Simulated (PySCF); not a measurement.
C₆ coefficients of unlike pairs at B3LYP

Calculated with PySCF 2.14 from the dipole response of each species, C₆(A,B) = (3/π) ∫ α_A(iu) α_B(iu) du, in atomic units, from isotropic polarisabilities. For ions this is the dispersion term alone; charge-induced terms of lower order in 1/R come first.

```tsv
species	configuration	basis	relativity	α (bohr³)	C₆ (like pair)
Sc	[Ar] 3d1 4s2 (2D)	aug-cc-pwCVTZ-DK with one added diffuse shell each of s, p, d, f, g type (11s10p8d5f4g)	spin-free X2C	119.7	1477
Br⁺	[Ar] 3d10 4s2 4p4 (3P)	aug-cc-pwCVDZ-PP with ECP10MDF (6s5p4d1f)	core potential	12.58	78.77
S²⁺	[Ne] 3s2 3p2 (3P)	x2c-TZVPPall with one added diffuse shell each of s, p, d type (6s6p4d1f)	spin-free X2C	7.237	26.14
Nb²⁺	[Kr] 4d3 (4F)	x2c-TZVPPall with one added diffuse shell each of s, p, d, f type (9s7p7d3f1g)	spin-free X2C	11.17	57.84
```

Estimate C₆ for Br⁺ with Sc.

The integral gives 268.5. The combination rule 2 C_A C_B / (C_A α_B/α_A + C_B α_A/α_B) gives 257.2 and the geometric mean 341.1.

No spin-orbit coupling is included.

The other pairs:

| pair | C₆ |
| --- | --- |
| Nb²⁺, S²⁺ | 38.67 |
| Nb²⁺, Sc | 229.9 |
| S²⁺, Br⁺ | 45.37 |
| Nb²⁺, Br⁺ | 67.18 |
| S²⁺, Sc | 154.7 |
